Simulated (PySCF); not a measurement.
C₄NiO₄ (SMILES [O+]#[C-]->[Ni](<-[C-]#[O+])(<-[C-]#[O+])<-[C-]#[O+]), singlet, geometry from GFN2-xTB (such geometries of metal compounds can be far from the true shape); DF-R2SCAN/3-21G run with PySCF.

Here is a job for PySCF.
```python
from pyscf import gto, scf, dft

mol = gto.M(
    atom='''
Ni   -0.00003582   -0.00773716    0.01960940
O     1.93923716    1.49032821   -1.61885180
C     1.19284818    0.91499975   -0.99111156
O     1.44317332   -1.42618256    2.16326098
C     0.88547197   -0.88079153    1.34248493
O    -1.42199832   -1.96263108   -1.66803699
C    -0.87547925   -1.21207300   -1.01987292
O    -1.94751852    1.86910439    1.19287458
C    -1.19927282    1.14744715    0.74402434
''',
    basis='3-21g',
    verbose=4,
)

mf = dft.RKS(mol)
mf.xc = 'r2scan'
mf.diis = False
mf.damp = 0.6
mf.diis_start_cycle = 200
mf.max_cycle = 150
mf = mf.density_fit(auxbasis='def2-universal-jkfit')
mf.kernel()
```

The log (banner, timings and long lists left out):

```
PySCF version 2.14.0

[INPUT] verbose = 4
[INPUT] num. atoms = 9
[INPUT] num. electrons = 84
[INPUT] charge = 0
[INPUT] spin (= nelec alpha-beta = 2S) = 0
[INPUT] symmetry False subgroup None
[INPUT] Mole.unit = angstrom
[INPUT] Symbol           X                Y                Z      unit          X                Y                Z       unit  Magmom
[...]
nuclear repulsion = 604.457375872956
number of shells = 51
number of NR pGTOs = 174
number of NR cGTOs = 99
basis = 3-21g
ecp = {}

******** <class 'pyscf.df.df_jk.DFRKS'> ********
method = DFRKS
initial guess = minao
damping factor = 0.6
level_shift factor = 0
DIIS disabled
SCF conv_tol = 1e-09
SCF conv_tol_grad = None
SCF max_cycles = 150
direct_scf = False
XC library pyscf.dft.libxc version 7.1.2
    S. Lehtola, C. Steigemann, M. J. T. Oliveira, and M. A. L. Marques,  SoftwareX 7, 1–5 (2018)
XC functionals = r2scan
    J. W. Furness, A. D. Kaplan, J. Ning, J. P. Perdew, and J. Sun,  J. Phys. Chem. Lett. 11, 8208–8215 (2020)
    J. W. Furness, A. D. Kaplan, J. Ning, J. P. Perdew, and J. Sun,  J. Phys. Chem. Lett. 11, 9248–9248 (2020)
    J. W. Furness, A. D. Kaplan, J. Ning, J. P. Perdew, and J. Sun,  J. Phys. Chem. Lett. 11, 8208–8215 (2020)
    J. W. Furness, A. D. Kaplan, J. Ning, J. P. Perdew, and J. Sun,  J. Phys. Chem. Lett. 11, 9248–9248 (2020)
radial grids:
    Treutler-Ahlrichs [JCP 102, 346 (1995); DOI:10.1063/1.469408] (M4) radial grids

becke partition: Becke, JCP 88, 2547 (1988); DOI:10.1063/1.454033
pruning grids: <function nwchem_prune>
grids dens level: 3
symmetrized grids: False
atomic radii adjust function: <function treutler_atomic_radii_adjust>
small_rho_cutoff = 0
Set gradient conv threshold to 3.16228e-05
Initial guess from minao.
tot grids = 133440
init E= -1950.86537623404
[...]
cycle= 1 E= -1928.09168698451  delta_E= 22.8  |g|= 6.37  |ddm|= 5.93
[...]
cycle= 2 E= -1939.09744985994  delta_E=  -11  |g|= 8.62  |ddm|= 7.97
[...]
cycle= 3 E= -1942.78876373574  delta_E= -3.69  |g|= 7.87  |ddm|= 7.52
[...]
cycle= 4 E= -1945.13193283947  delta_E= -2.34  |g|= 6.43  |ddm|= 6.11
[...]
cycle= 5 E= -1936.13004957265  delta_E=    9  |g|= 8.69  |ddm|= 6.38
[...]
cycle= 6 E= -1941.78523548743  delta_E= -5.66  |g|= 7.92  |ddm|= 7.04
[...]
cycle= 7 E= -1943.50977522584  delta_E= -1.72  |g|= 7.63  |ddm|= 6.81
[...]
cycle= 8 E= -1945.23084281678  delta_E= -1.72  |g|= 6.37  |ddm|= 6.02
[...]
cycle= 9 E= -1935.90801328607  delta_E= 9.32  |g|= 8.68  |ddm|= 6.37
[...]
cycle= 10 E= -1941.72312370784  delta_E= -5.82  |g|= 7.94  |ddm|= 7.07
[...]
cycle= 11 E= -1943.77693964276  delta_E= -2.05  |g|= 7.53  |ddm|= 6.82
[...]
cycle= 12 E= -1945.3676381162  delta_E= -1.59  |g|=  6.3  |ddm|= 5.97
[...]
cycle= 13 E= -1935.65539860762  delta_E= 9.71  |g|= 8.66  |ddm|= 6.35
[...]
cycle= 14 E= -1941.61688930547  delta_E= -5.96  |g|= 7.98  |ddm|=  7.1
[...]
cycle= 15 E= -1943.97660539125  delta_E= -2.36  |g|= 7.44  |ddm|= 6.84
[...]
cycle= 16 E= -1945.47403460745  delta_E= -1.5  |g|= 6.24  |ddm|= 5.94
[...]
cycle= 17 E= -1935.45285884046  delta_E=   10  |g|= 8.64  |ddm|= 6.34
[...]
cycle= 18 E= -1941.53113548997  delta_E= -6.08  |g|= 8.01  |ddm|= 7.12
[...]
cycle= 19 E= -1944.12673743502  delta_E= -2.6  |g|= 7.38  |ddm|= 6.86
[...]
cycle= 20 E= -1945.55511787794  delta_E= -1.43  |g|=  6.2  |ddm|= 5.91
[...]
cycle= 21 E= -1935.30113644612  delta_E= 10.3  |g|= 8.62  |ddm|= 6.33
[...]
cycle= 22 E= -1941.46700259188  delta_E= -6.17  |g|= 8.04  |ddm|= 7.14
[...]
cycle= 23 E= -1944.23556024923  delta_E= -2.77  |g|= 7.33  |ddm|= 6.87
[...]
cycle= 24 E= -1945.61445787779  delta_E= -1.38  |g|= 6.16  |ddm|= 5.88
[...]
cycle= 25 E= -1935.19190586953  delta_E= 10.4  |g|=  8.6  |ddm|= 6.32
[...]
cycle= 26 E= -1941.42090919955  delta_E= -6.23  |g|= 8.05  |ddm|= 7.15
[...]
cycle= 27 E= -1944.3120479368  delta_E= -2.89  |g|= 7.29  |ddm|= 6.88
[...]
cycle= 28 E= -1945.65646426438  delta_E= -1.34  |g|= 6.14  |ddm|= 5.87
[...]
cycle= 29 E= -1935.11552996952  delta_E= 10.5  |g|= 8.59  |ddm|= 6.32
[...]
cycle= 30 E= -1941.38871966161  delta_E= -6.27  |g|= 8.06  |ddm|= 7.16
[...]
cycle= 31 E= -1944.36459815487  delta_E= -2.98  |g|= 7.27  |ddm|= 6.88
[...]
cycle= 32 E= -1945.68547307311  delta_E= -1.32  |g|= 6.12  |ddm|= 5.86
[...]
cycle= 33 E= -1935.06324765327  delta_E= 10.6  |g|= 8.58  |ddm|= 6.31
[...]
cycle= 34 E= -1941.36670332176  delta_E= -6.3  |g|= 8.07  |ddm|= 7.17
[...]
cycle= 35 E= -1944.40012485549  delta_E= -3.03  |g|= 7.25  |ddm|= 6.89
[...]
cycle= 36 E= -1945.70515524668  delta_E= -1.31  |g|= 6.11  |ddm|= 5.85
[...]
cycle= 37 E= -1935.02798977503  delta_E= 10.7  |g|= 8.58  |ddm|= 6.31
[...]
cycle= 38 E= -1941.3518645156  delta_E= -6.32  |g|= 8.08  |ddm|= 7.17
[...]
cycle= 39 E= -1944.42387712496  delta_E= -3.07  |g|= 7.24  |ddm|= 6.89
[...]
cycle= 40 E= -1945.71834675113  delta_E= -1.29  |g|=  6.1  |ddm|= 5.84
[...]
cycle= 41 E= -1935.00445646231  delta_E= 10.7  |g|= 8.58  |ddm|= 6.31
[...]
cycle= 42 E= -1941.3419639217  delta_E= -6.34  |g|= 8.08  |ddm|= 7.18
[...]
cycle= 43 E= -1944.4396380775  delta_E= -3.1  |g|= 7.23  |ddm|= 6.89
[...]
cycle= 44 E= -1945.72711462956  delta_E= -1.29  |g|=  6.1  |ddm|= 5.84
[...]
cycle= 45 E= -1934.98885806313  delta_E= 10.7  |g|= 8.57  |ddm|= 6.31
[...]
cycle= 46 E= -1941.33540323274  delta_E= -6.35  |g|= 8.08  |ddm|= 7.18
[...]
cycle= 47 E= -1944.45004371355  delta_E= -3.11  |g|= 7.23  |ddm|= 6.89
[...]
cycle= 48 E= -1945.7329097626  delta_E= -1.28  |g|=  6.1  |ddm|= 5.84
[...]
cycle= 49 E= -1934.97856726618  delta_E= 10.8  |g|= 8.57  |ddm|= 6.31
[...]
cycle= 50 E= -1941.33107563539  delta_E= -6.35  |g|= 8.08  |ddm|= 7.18
[...]
cycle= 51 E= -1944.45689070227  delta_E= -3.13  |g|= 7.23  |ddm|= 6.89
[...]
cycle= 52 E= -1945.73672581613  delta_E= -1.28  |g|= 6.09  |ddm|= 5.84
[...]
cycle= 53 E= -1934.97179909557  delta_E= 10.8  |g|= 8.57  |ddm|= 6.31
[...]
cycle= 54 E= -1941.328229719  delta_E= -6.36  |g|= 8.09  |ddm|= 7.18
[...]
cycle= 55 E= -1944.46138611262  delta_E= -3.13  |g|= 7.22  |ddm|= 6.89
[...]
[...]
cycle= 74 E= -1941.32346810567  delta_E= -6.36  |g|= 8.09  |ddm|= 7.18
[...]
cycle= 75 E= -1944.46889456428  delta_E= -3.15  |g|= 7.22  |ddm|= 6.89
[...]
cycle= 76 E= -1945.74342138277  delta_E= -1.27  |g|= 6.09  |ddm|= 5.83
[...]
cycle= 77 E= -1934.95993962935  delta_E= 10.8  |g|= 8.57  |ddm|= 6.31
[...]
cycle= 78 E= -1941.32324357486  delta_E= -6.36  |g|= 8.09  |ddm|= 7.18
[...]
cycle= 79 E= -1944.46924821839  delta_E= -3.15  |g|= 7.22  |ddm|= 6.89
[...]
cycle= 80 E= -1945.74361875053  delta_E= -1.27  |g|= 6.09  |ddm|= 5.83
[...]
cycle= 81 E= -1934.95959034921  delta_E= 10.8  |g|= 8.57  |ddm|= 6.31
[...]
cycle= 82 E= -1941.32309673629  delta_E= -6.36  |g|= 8.09  |ddm|= 7.18
[...]
cycle= 83 E= -1944.46947948135  delta_E= -3.15  |g|= 7.22  |ddm|= 6.89
[...]
cycle= 84 E= -1945.74374781732  delta_E= -1.27  |g|= 6.09  |ddm|= 5.83
[...]
cycle= 85 E= -1934.95936195018  delta_E= 10.8  |g|= 8.57  |ddm|= 6.31
[...]
cycle= 86 E= -1941.32300071693  delta_E= -6.36  |g|= 8.09  |ddm|= 7.18
[...]
cycle= 87 E= -1944.46963069841  delta_E= -3.15  |g|= 7.22  |ddm|= 6.89
[...]
cycle= 88 E= -1945.74383221227  delta_E= -1.27  |g|= 6.09  |ddm|= 5.83
[...]
cycle= 89 E= -1934.95921260739  delta_E= 10.8  |g|= 8.57  |ddm|= 6.31
[...]
cycle= 90 E= -1941.32293793305  delta_E= -6.36  |g|= 8.09  |ddm|= 7.18
[...]
cycle= 91 E= -1944.46972957057  delta_E= -3.15  |g|= 7.22  |ddm|= 6.89
[...]
cycle= 92 E= -1945.74388739388  delta_E= -1.27  |g|= 6.09  |ddm|= 5.83
[...]
cycle= 93 E= -1934.95911496136  delta_E= 10.8  |g|= 8.57  |ddm|= 6.31
[...]
cycle= 94 E= -1941.32289688264  delta_E= -6.36  |g|= 8.09  |ddm|= 7.18
[...]
cycle= 95 E= -1944.46979421537  delta_E= -3.15  |g|= 7.22  |ddm|= 6.89
[...]
cycle= 96 E= -1945.74392347306  delta_E= -1.27  |g|= 6.09  |ddm|= 5.83
[...]
cycle= 97 E= -1934.95905111856  delta_E= 10.8  |g|= 8.57  |ddm|= 6.31
[...]
cycle= 98 E= -1941.32287004314  delta_E= -6.36  |g|= 8.09  |ddm|= 7.18
[...]
cycle= 99 E= -1944.46983648061  delta_E= -3.15  |g|= 7.22  |ddm|= 6.89
[...]
cycle= 100 E= -1945.74394706202  delta_E= -1.27  |g|= 6.09  |ddm|= 5.83
[...]
cycle= 101 E= -1934.95900937775  delta_E= 10.8  |g|= 8.57  |ddm|= 6.31
[...]
cycle= 102 E= -1941.32285249534  delta_E= -6.36  |g|= 8.09  |ddm|= 7.18
[...]
cycle= 103 E= -1944.46986411358  delta_E= -3.15  |g|= 7.22  |ddm|= 6.89
[...]
cycle= 104 E= -1945.74396248451  delta_E= -1.27  |g|= 6.09  |ddm|= 5.83
[...]
cycle= 105 E= -1934.95898208771  delta_E= 10.8  |g|= 8.57  |ddm|= 6.31
[...]
cycle= 106 E= -1941.32284102262  delta_E= -6.36  |g|= 8.09  |ddm|= 7.18
[...]
cycle= 107 E= -1944.46988217982  delta_E= -3.15  |g|= 7.22  |ddm|= 6.89
[...]
cycle= 108 E= -1945.74397256763  delta_E= -1.27  |g|= 6.09  |ddm|= 5.83
[...]
cycle= 109 E= -1934.9589642457  delta_E= 10.8  |g|= 8.57  |ddm|= 6.31
[...]
cycle= 110 E= -1941.32283352185  delta_E= -6.36  |g|= 8.09  |ddm|= 7.18
[...]
cycle= 111 E= -1944.46989399135  delta_E= -3.15  |g|= 7.22  |ddm|= 6.89
[...]
cycle= 112 E= -1945.74397915989  delta_E= -1.27  |g|= 6.09  |ddm|= 5.83
[...]
cycle= 113 E= -1934.95895258082  delta_E= 10.8  |g|= 8.57  |ddm|= 6.31
[...]
cycle= 114 E= -1941.32282861793  delta_E= -6.36  |g|= 8.09  |ddm|= 7.18
[...]
cycle= 115 E= -1944.46990171358  delta_E= -3.15  |g|= 7.22  |ddm|= 6.89
[...]
cycle= 116 E= -1945.74398346981  delta_E= -1.27  |g|= 6.09  |ddm|= 5.83
[...]
cycle= 117 E= -1934.95894495445  delta_E= 10.8  |g|= 8.57  |ddm|= 6.31
[...]
cycle= 118 E= -1941.32282541183  delta_E= -6.36  |g|= 8.09  |ddm|= 7.18
[...]
cycle= 119 E= -1944.46990676224  delta_E= -3.15  |g|= 7.22  |ddm|= 6.89
[...]
cycle= 120 E= -1945.7439862876  delta_E= -1.27  |g|= 6.09  |ddm|= 5.83
[...]
cycle= 121 E= -1934.95893996847  delta_E= 10.8  |g|= 8.57  |ddm|= 6.31
[...]
cycle= 122 E= -1941.32282331573  delta_E= -6.36  |g|= 8.09  |ddm|= 7.18
[...]
cycle= 123 E= -1944.46991006297  delta_E= -3.15  |g|= 7.22  |ddm|= 6.89
[...]
cycle= 124 E= -1945.74398812981  delta_E= -1.27  |g|= 6.09  |ddm|= 5.83
[...]
cycle= 125 E= -1934.95893670869  delta_E= 10.8  |g|= 8.57  |ddm|= 6.31
[...]
cycle= 126 E= -1941.32282194532  delta_E= -6.36  |g|= 8.09  |ddm|= 7.18
[...]
cycle= 127 E= -1944.46991222092  delta_E= -3.15  |g|= 7.22  |ddm|= 6.89
[...]
cycle= 128 E= -1945.74398933422  delta_E= -1.27  |g|= 6.09  |ddm|= 5.83
[...]
cycle= 129 E= -1934.95893457752  delta_E= 10.8  |g|= 8.57  |ddm|= 6.31
[...]
cycle= 130 E= -1941.32282104939  delta_E= -6.36  |g|= 8.09  |ddm|= 7.18
[...]
cycle= 131 E= -1944.46991363176  delta_E= -3.15  |g|= 7.22  |ddm|= 6.89
[...]
cycle= 132 E= -1945.74399012162  delta_E= -1.27  |g|= 6.09  |ddm|= 5.83
[...]
cycle= 133 E= -1934.95893318419  delta_E= 10.8  |g|= 8.57  |ddm|= 6.31
[...]
cycle= 134 E= -1941.32282046363  delta_E= -6.36  |g|= 8.09  |ddm|= 7.18
[...]
cycle= 135 E= -1944.46991455415  delta_E= -3.15  |g|= 7.22  |ddm|= 6.89
[...]
cycle= 136 E= -1945.74399063643  delta_E= -1.27  |g|= 6.09  |ddm|= 5.83
[...]
cycle= 137 E= -1934.95893227328  delta_E= 10.8  |g|= 8.57  |ddm|= 6.31
[...]
cycle= 138 E= -1941.32282008067  delta_E= -6.36  |g|= 8.09  |ddm|= 7.18
[...]
cycle= 139 E= -1944.46991515718  delta_E= -3.15  |g|= 7.22  |ddm|= 6.89
[...]
cycle= 140 E= -1945.74399097301  delta_E= -1.27  |g|= 6.09  |ddm|= 5.83
[...]
cycle= 141 E= -1934.95893167771  delta_E= 10.8  |g|= 8.57  |ddm|= 6.31
[...]
cycle= 142 E= -1941.32281983029  delta_E= -6.36  |g|= 8.09  |ddm|= 7.18
[...]
cycle= 143 E= -1944.46991555146  delta_E= -3.15  |g|= 7.22  |ddm|= 6.89
[...]
cycle= 144 E= -1945.74399119304  delta_E= -1.27  |g|= 6.09  |ddm|= 5.83
[...]
cycle= 145 E= -1934.95893128834  delta_E= 10.8  |g|= 8.57  |ddm|= 6.31
[...]
cycle= 146 E= -1941.32281966662  delta_E= -6.36  |g|= 8.09  |ddm|= 7.18
[...]
cycle= 147 E= -1944.46991580918  delta_E= -3.15  |g|= 7.22  |ddm|= 6.89
[...]
cycle= 148 E= -1945.7439913369  delta_E= -1.27  |g|= 6.09  |ddm|= 5.83
[...]
cycle= 149 E= -1934.95893103379  delta_E= 10.8  |g|= 8.57  |ddm|= 6.31
[...]
cycle= 150 E= -1941.3228195596  delta_E= -6.36  |g|= 8.09  |ddm|= 7.18
SCF not converged.
SCF energy = -1941.3228195596
```

Convergence was not reached.
